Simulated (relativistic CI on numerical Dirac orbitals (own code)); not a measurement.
# Hyperfine structure of Os³⁴⁺, mass number 187

Method of calculation: Dirac-Coulomb-Breit CI, orbitals from a KLI potential per configuration, model QED, unscaled Slater integrals (own radial code, finite nucleus).

CI space (outside the closed core [Ar] 3d10): 4s²4p⁶4d⁶, 4s²4p⁶4d⁵4f, 4s²4p⁵4d⁷, 4s²4p⁴4d⁸, 4s4p⁶4d⁷, 4p⁶4d⁸, 4s4p⁶4d⁶4f, 4s4p⁵4d⁸, 4s²4p⁶4d⁵5s, 4s²4p⁶4d⁵5d, 4s²4p⁴4d⁷5s, 4s²4p⁶4d⁴5s², 4s²4p⁶4d⁵6s, 4s4p⁶4d⁶5s, 4p⁶4d⁷5s, 4s4p⁶4d⁵5s². Levels of other configurations are missing.

Nuclear spin I = 1/2, μ = 0.06442 μN (tables of Stone and Pyykkö). The electronic factors are computed for point nuclear moments, without core polarisation or the Bohr-Weisskopf and QED corrections.

```csv
Level,E (cm⁻¹),A (MHz)
4s²4p⁶4d⁶ ⁵D3,135821.5,879.6
4s²4p⁶4d⁶ ⁵D1,149459.0,1345
4s²4p⁶4d⁶ ³G5,176098.6,1791
4s²4p⁶4d⁶ ³H6,179360.2,1984
4s²4p⁶4d⁶ ³P1,237960.3,1201
```

Levels with J = 0, under 50 % of one LS term, or S terms without an open s electron are left out. Small factors come from cancelling terms and can be off by tens of per cent or more.

At this charge energies of transitions that change n are usually good to better than 1 %, and those within a shell (Δn = 0) to a few per cent. Terms inside the open d or f shell come out 10 to 20 % too wide with unscaled integrals.

(1) Give the hyperfine levels of 4s²4p⁶4d⁶ ⁵D3 relative to its centre of gravity.

## Answers

(1) With K = F(F + 1) − I(I + 1) − J(J + 1), E = AK/2: F = 5/2: -1759, F = 7/2: 1319 MHz.

LS names give the leading component of a level, which can be under half, so a name can repeat, a term be missing and a line seem to break the LS rules.
